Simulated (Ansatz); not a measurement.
Input file for Ansatz (a first-principles code): U-CCSD(T)/def2-TZVPP on H2Mo (SMILES [MoH2]), 2S+1 = 3, a spin state set in the input, which need not be the lowest. Elements past Kr take the def2 small-core potentials; no spin–orbit coupling.

Ansatz 0.2 input:
```yaml
crystal:
  periodic: [false, false, false]
  atoms:
    - {symbol: Mo, position_ang: [0.59009791, 0.12732981, 0.21527495]}
    - {symbol: H, position_ang: [-0.08669525, -1.40807779, -0.07000582]}
    - {symbol: H, position_ang: [-0.53657139, 1.32811959, -0.21558876]}
basis:
  gaussian:
    orbitals: def2-TZVPP
magnetization: {spin_polarized: true, initial_magnetization: 2}
correlation: {method: ccsd_t, electrons: valence}
```

Program output:

```
WARN ansatz: RAYON_NUM_THREADS=1 ignored (pool sized by the plan → 1); use --threads N
Functional definition: HF
integrals: 0.10 GiB planned
524 factors; integrals over basis functions are off by at most 7.9e-4 eV
mean field: 0.14 GiB planned
mean field evaluation 1: about -1864.5230 eV, gradient 1.3e1 eV
mean field evaluation 2: about -1864.5236 eV, gradient 1.3e1 eV
mean field evaluation 4: about -1865.6453 eV, gradient 2.3e0 eV
mean field evaluation 8: about -1865.7503 eV, gradient 3.4e-1 eV
mean field evaluation 16: about -1865.8549 eV, gradient 2.0e0 eV
mean field evaluation 32: about -1866.9747 eV, gradient 7.6e-2 eV
mean field evaluation 64: about -1865.7327 eV, gradient 5.4e-1 eV
mean field evaluation 96: about -1865.7343 eV, gradient 3.1e-1 eV
mean field evaluation 128: about -1866.9731 eV, gradient 9.0e-2 eV
mean field evaluation 160: about -1866.7334 eV, gradient 1.8e0 eV
mean field evaluation 192: about -1865.3473 eV, gradient 8.1e-3 eV
mean field evaluation 224: about -1865.8704 eV, gradient 3.6e-3 eV
mean field evaluation 256: about -1866.7965 eV, gradient 4.8e-5 eV
mean field evaluation 288: about -1866.8459 eV, gradient 4.3e-1 eV
mean field evaluation 320: about -1866.9726 eV, gradient 7.0e-1 eV
mean field evaluation 352: about -1866.6583 eV, gradient 6.9e-1 eV
mean field evaluation 384: about -1866.8305 eV, gradient 1.3e0 eV
mean field evaluation 416: about -1866.9040 eV, gradient 2.9e-1 eV
mean field evaluation 448: about -1866.9692 eV, gradient 8.2e-2 eV
mean field evaluation 480: about -1866.9766 eV, gradient 3.7e-2 eV
mean field evaluation 512: about -1866.9760 eV, gradient 7.7e-2 eV
mean field evaluation 544: about -1866.9765 eV, gradient 4.2e-2 eV
mean field evaluation 576: about -1866.8112 eV, gradient 6.0e-1 eV
mean field evaluation 608: about -1866.9654 eV, gradient 1.2e-1 eV
mean field evaluation 640: about -1866.9769 eV, gradient 1.9e-2 eV
mean field evaluation 672: about -1865.4781 eV, gradient 1.5e0 eV
mean field evaluation 704: about -1866.9724 eV, gradient 3.3e-1 eV
mean field evaluation 736: about -1866.9248 eV, gradient 3.3e-1 eV
mean field evaluation 768: about -1866.9740 eV, gradient 1.8e-1 eV
mean field evaluation 800: about -1866.7923 eV, gradient 7.8e-1 eV
mean field evaluation 832: about -1865.5826 eV, gradient 7.8e-1 eV
mean field evaluation 864: about -1865.8418 eV, gradient 3.6e-1 eV
mean field evaluation 896: about -1865.3212 eV, gradient 2.2e0 eV
mean field evaluation 928: about -1865.5355 eV, gradient 4.1e-1 eV
mean field evaluation 960: about -1865.2013 eV, gradient 1.2e-3 eV
mean field evaluation 992: about -1865.0715 eV, gradient 1.4e0 eV
mean field evaluation 1024: about -1865.8511 eV, gradient 4.0e-1 eV
mean field evaluation 1056: about -1865.9090 eV, gradient 5.9e-3 eV
mean field evaluation 1088: about -1865.8438 eV, gradient 3.2e-1 eV
mean field evaluation 1120: about -1865.8353 eV, gradient 2.7e-1 eV
mean field evaluation 1152: about -1865.6437 eV, gradient 5.3e-1 eV
mean field evaluation 1184: about -1865.5673 eV, gradient 1.5e0 eV
mean field evaluation 1216: about -1865.9992 eV, gradient 5.8e-1 eV
mean field evaluation 1248: about -1865.5089 eV, gradient 2.4e0 eV
mean field evaluation 1280: about -1865.6344 eV, gradient 6.5e-1 eV
mean field evaluation 1312: about -1865.6871 eV, gradient 4.3e-3 eV
mean field evaluation 1344: about -1865.8777 eV, gradient 1.8e0 eV
mean field evaluation 1376: about -1866.0051 eV, gradient 4.4e-2 eV
mean field evaluation 1408: about -1865.3898 eV, gradient 2.3e-1 eV
mean field evaluation 1440: about -1865.3792 eV, gradient 6.5e-1 eV
mean field evaluation 1472: about -1865.8893 eV, gradient 3.7e-2 eV
mean field evaluation 1504: about -1865.9090 eV, gradient 2.3e-4 eV
mean field evaluation 1536: about -1865.7612 eV, gradient 2.1e0 eV
mean field evaluation 1568: about -1863.5550 eV, gradient 1.4e1 eV
mean field evaluation 1600: about -1865.7763 eV, gradient 1.8e0 eV
mean field evaluation 1632: about -1865.6759 eV, gradient 4.8e-1 eV
mean field evaluation 1664: about -1864.5945 eV, gradient 2.8e0 eV
mean field evaluation 1696: about -1866.7965 eV, gradient 3.6e-4 eV
mean field evaluation 1728: about -1866.5516 eV, gradient 2.2e-3 eV
mean field evaluation 1760: about -1865.8363 eV, gradient 2.3e-1 eV
mean field evaluation 1792: about -1865.9070 eV, gradient 5.7e-1 eV
mean field evaluation 1824: about -1865.7636 eV, gradient 7.6e-1 eV
mean field evaluation 1856: about -1865.5662 eV, gradient 2.5e0 eV
mean field evaluation 1888: about -1866.0026 eV, gradient 1.5e-1 eV
mean field evaluation 1920: about -1865.5186 eV, gradient 3.0e-2 eV
mean field evaluation 1952: about -1865.6438 eV, gradient 4.9e-3 eV
mean field evaluation 1984: about -1865.5247 eV, gradient 1.2e-1 eV
mean field evaluation 2016: about -1865.5155 eV, gradient 6.6e-1 eV
mean field evaluation 2048: about -1865.5777 eV, gradient 2.1e-2 eV
mean field evaluation 2080: about -1865.4692 eV, gradient 1.5e-1 eV
mean field evaluation 2112: about -1865.0502 eV, gradient 3.2e-1 eV
mean field evaluation 2144: about -1865.0275 eV, gradient 3.5e-3 eV
mean field evaluation 2176: about -1866.8123 eV, gradient 2.4e-1 eV
mean field evaluation 2208: about -1865.3473 eV, gradient 9.5e-6 eV
mean field evaluation 2240: about -1865.5778 eV, gradient 3.9e-4 eV
mean field -1866.97690801 eV, -68.6101358869 hartree, gradient 1.5e-8 eV, S^2 3.025858; 52 other end points of the search recorded, 0 dependent functions left out
determinant -1866.97690801 eV, -68.6101358869 hartree, with singles and doubles -1879.23225665 eV, -69.0605116425 hartree
determinant -1866.97596397 eV, -68.6101011942 hartree, with singles and doubles -1879.23148489 eV, -69.0604832808 hartree
determinant -1866.82640684 eV, -68.6046050709 hartree, with singles and doubles -1879.19678178 eV, -69.0592079650 hartree
determinant -1866.79648132 eV, -68.6035053282 hartree, with singles and doubles -1879.11744788 eV, -69.0562924979 hartree
determinant -1866.64675164 eV, -68.5980028642 hartree, with singles and doubles -1879.01332072 eV, -69.0524658954 hartree
determinant -1866.55155409 eV, -68.5945044187 hartree, with singles and doubles -1878.96048624 eV, -69.0505242641 hartree
determinant -1866.38688773 eV, -68.5884530415 hartree, with singles and doubles -1878.97297030 eV, -69.0509830449 hartree
determinant -1866.00277077 eV, -68.5743370035 hartree, with singles and doubles -1878.44142445 eV, -69.0314490951 hartree
determinant -1865.90895529 eV, -68.5708893483 hartree, with singles and doubles -1878.33053633 eV, -69.0273740319 hartree
determinant -1865.89794565 eV, -68.5704847517 hartree, with singles and doubles -1878.42433057 eV, -69.0308209068 hartree
determinant -1865.88345018 eV, -68.5699520528 hartree, with singles and doubles -1878.35490339 eV, -69.0282695048 hartree
determinant -1865.87036140 eV, -68.5694710492 hartree, with singles and doubles -1878.45127995 eV, -69.0318112782 hartree
determinant -1865.84257730 eV, -68.5684500022 hartree, with singles and doubles -1878.36382492 eV, -69.0285973652 hartree
determinant -1865.68711782 eV, -68.5627369718 hartree, with singles and doubles -1878.34784050 eV, -69.0280099485 hartree
determinant -1865.64381781 eV, -68.5611457258 hartree, with singles and doubles -1878.13705010 eV, -69.0202635443 hartree
determinant -1865.58838275 eV, -68.5591085248 hartree, with singles and doubles -1877.63331881 eV, -69.0017517606 hartree
determinant -1865.57775856 eV, -68.5587180932 hartree, with singles and doubles -1877.57710509 eV, -68.9996859446 hartree
determinant -1865.56272121 eV, -68.5581654808 hartree, with singles and doubles -1877.45074892 eV, -68.9950424410 hartree
determinant -1865.53237634 eV, -68.5570503273 hartree, with singles and doubles -1878.07655295 eV, -69.0180403148 hartree
determinant -1865.52555341 eV, -68.5567995893 hartree, with singles and doubles -1878.03558734 eV, -69.0165348566 hartree
determinant -1865.51862584 eV, -68.5565450056 hartree, with singles and doubles -1878.11269620 eV, -69.0193685548 hartree
determinant -1865.47964737 eV, -68.5551125735 hartree, with singles and doubles -1877.40062154 eV, -68.9932002936 hartree
determinant -1865.35255745 eV, -68.5504421049 hartree, with singles and doubles -1878.01747055 eV, -69.0158690766 hartree
determinant -1865.34922994 eV, -68.5503198212 hartree, with singles and doubles -1877.41157801 eV, -68.9936029367 hartree
determinant -1865.34728066 eV, -68.5502481865 hartree, with singles and doubles -1877.38830990 eV, -68.9927478495 hartree
determinant -1865.20132721 eV, -68.5448844961 hartree, with singles and doubles -1877.25456067 eV, -68.9878326558 hartree
determinant -1865.14487412 eV, -68.5428098832 hartree, with singles and doubles -1877.16240371 eV, -68.9844459500 hartree
determinant -1865.13040180 eV, -68.5422780354 hartree, with singles and doubles -1877.83190746 eV, -69.0090497590 hartree
determinant -1865.02745165 eV, -68.5384946872 hartree, with singles and doubles -1877.10866863 eV, -68.9824712223 hartree
determinant -1864.87249430 eV, -68.5328001095 hartree, with singles and doubles -1877.10780522 eV, -68.9824394924 hartree
determinant -1866.97690801 eV, -68.6101358869 hartree, with singles and doubles -1879.21243294 eV, -69.0597831345 hartree
determinant -1866.97596397 eV, -68.6101011942 hartree, with singles and doubles -1879.21116176 eV, -69.0597364195 hartree
determinant -1866.82640684 eV, -68.6046050709 hartree, with singles and doubles -1879.18040024 eV, -69.0586059547 hartree
determinant -1866.79648132 eV, -68.6035053282 hartree, with singles and doubles -1879.10159517 eV, -69.0557099216 hartree
determinant -1866.64675164 eV, -68.5980028642 hartree, with singles and doubles -1879.00310056 eV, -69.0520903114 hartree
determinant -1866.55155409 eV, -68.5945044187 hartree, with singles and doubles -1878.96036681 eV, -69.0505198753 hartree
determinant -1866.38688773 eV, -68.5884530415 hartree, with singles and doubles -1878.96285281 eV, -69.0506112339 hartree
reference -1866.97690801 eV, -68.6101358869 hartree; 9, 7 occupied and 75, 77 virtual orbitals, 524 factors
second order -11.56822355 eV of doubles, -0.00000000 eV of singles
coupled cluster: 0.37 GiB planned
cycle   1  -12.23552585 eV  change   -9.2e-7 eV  update   6.0e-6
coupled cluster: 0.37 GiB planned
perturbative correction -0.62129351 eV, -0.0228321153 hartree
WARN: the results are in doubt because among natural orbitals the method converges to other amplitudes
Total energy: -1879.83372736 eV, -69.0826152836 hartree
In doubt: among natural orbitals the method converges to other amplitudes
```

The run converged. Its determinant has ⟨S²⟩ = 3.03, a mixture of spin states.

Warnings raised: other amplitudes.

Cost: around 100 core-seconds (rough).
